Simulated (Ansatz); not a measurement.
An input meant for [In(OMe)H3]- (CH₆InO⁻) (charge -1, singlet).

```yaml
crystal:
  periodic: [false, false, false]
  atoms:
    - {symbol: In, position_ang: [-0.378513, 0.612865, -1.335689]}
    - {symbol: O, position_ang: [-0.334764, 0.569165, 0.767554]}
    - {symbol: C, position_ang: [0.314811, -0.506049, 1.340121]}
    - {symbol: H, position_ang: [-0.124030, -1.490369, 1.066046]}
    - {symbol: H, position_ang: [0.274239, -0.447307, 2.446273]}
    - {symbol: H, position_ang: [1.392306, -0.570478, 1.072644]}
    - {symbol: H, position_ang: [1.326485, 0.626359, -1.834033]}
    - {symbol: H, position_ang: [-1.263847, 2.091091, -1.712763]}
    - {symbol: H, position_ang: [-1.206688, -0.885278, -1.810133]}
basis:
  gaussian: {orbitals: def2-mTZVPP}
total_charge: 3
hamiltonian: {xc: {name: wB97}}
scf: {lower_state_search: full}
output: {forces: true}
```

```sh
$ ansatz run in.yaml --threads 4 --pin off --events-out ev --progress --plain --max-ram 3916MiB
```

Output, abridged:

```
Functional definition: wB97
  name "wB97"
  cite "Chai & Head-Gordon, J. Chem. Phys. 128, 084106 (2008) doi:10.1063/1.2834918"
  cite "Becke, J. Chem. Phys. 107, 8554 (1997) doi:10.1063/1.475007"
  parameter omega = 0.4/bohr
  parameter cx1 = 1.13116
  parameter cx2 = -2.74915
  parameter cx3 = 12.0900
  parameter cx4 = -5.71642
  parameter css1 = -2.55352
  parameter css2 = 11.8926
  parameter css3 = -26.9452
  parameter css4 = 17.0927
  parameter cos1 = 3.99051
  parameter cos2 = -17.0066
  parameter cos3 = 1.07292
  parameter cos4 = 8.88211
  # The coefficients of nought are those of the uniform gas.
  exchange = spin_sum(e_x_unif_sr(omega)*poly(b97_u_x, 1, cx1, cx2, cx3, cx4)) + exact_x_lr(omega)
  correlation = spin_sum(e_c_pw_same_spin*poly(b97_u_same, 1, css1, css2, css3, css4))
      + integral(e_c_pw_opposite_spin*poly(b97_u_opposite, 1, cos1, cos2, cos3, cos4))
1047 factors; their error is unknown
384 factors; integrals over basis functions are off by at most 1.7e-5 eV
mean field evaluation 1: about -8248.5645 eV, gradient 1.5e2 eV
mean field evaluation 2: about -7953.5896 eV, gradient 2.6e2 eV
mean field evaluation 4: about -8249.5718 eV, gradient 1.2e2 eV
mean field evaluation 8: about -8295.4720 eV, gradient 5.1e1 eV
mean field evaluation 16: about -8302.6499 eV, gradient 2.9e-1 eV
mean field evaluation 32: about -8302.5207 eV, gradient 1.3e0 eV
mean field evaluation 64: about -8302.6011 eV, gradient 2.7e0 eV
mean field -8302.65093346 eV, -305.1167940658 hartree, gradient 4.1e-7 eV, S^2 0.000000; 4 other end points of the search recorded, 0 dependent functions left out
the calculation of the forces begins
reference -8302.65092539 eV, -305.1167937691 hartree; 19, 19 occupied and 90, 90 virtual orbitals, 1047 factors
Total energy: -8302.65092539 eV, -305.1167937691 hartree
Atom 0 at    -0.378513     0.612865    -1.335689 Å, force     0.859472    -1.299588    -0.265296 eV/Å
Atom 1 at    -0.334764     0.569165     0.767554 Å, force     2.193483    -3.403521     0.644733 eV/Å
Atom 2 at     0.314811    -0.506049     1.340121 Å, force    -2.873229     3.794754     3.674102 eV/Å
Atom 3 at    -0.124030    -1.490369     1.066046 Å, force     0.124755    -1.363918    -1.258334 eV/Å
Atom 4 at     0.274239    -0.447307     2.446273 Å, force     0.034571     0.341602    -0.113236 eV/Å
Atom 5 at     1.392306    -0.570478     1.072644 Å, force     1.393248    -0.667121    -1.013159 eV/Å
Atom 6 at     1.326485     0.626359    -1.834033 Å, force     0.938825     1.440258    -0.164522 eV/Å
Atom 7 at    -1.263847     2.091091    -1.712763 Å, force    -0.869423     1.323346    -1.280330 eV/Å
Atom 8 at    -1.206688    -0.885278    -1.810133 Å, force    -1.801702    -0.165811    -0.223958 eV/Å
Dipole moment:     0.340024    -0.561515     0.597387 e Å
```

In this input the charge is far from what the species holds (3 typed, -1 meant). Self-consistency was reached. The result belongs to that input, not to the species as meant.

In the def2 sets In takes a core potential; there is no spin–orbit coupling.
